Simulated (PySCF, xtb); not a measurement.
Mn(O)2(OH)3 (H3MnO5), SMILES [O]=[Mn](=[O])([OH])([OH])[OH], multiplicity 1.

GFN2-xTB (xtb) at its own geometry gives an orbital gap of 2.60 eV and a dipole moment of 5.26 D.

Geometry optimised at B3LYP-D3(BJ)/def2-SVP. The multiplicity is an assumed one; other spin states were not compared. One conformer was computed; it need not be the lowest.

Question: What does PBE/def2-TZVP (PySCF) give? (Estimate from the structure and the level; the computed values follow.)

Answer: gap 1.13 eV (levels -7.40 and -6.27 eV), dipole 1.32 D.
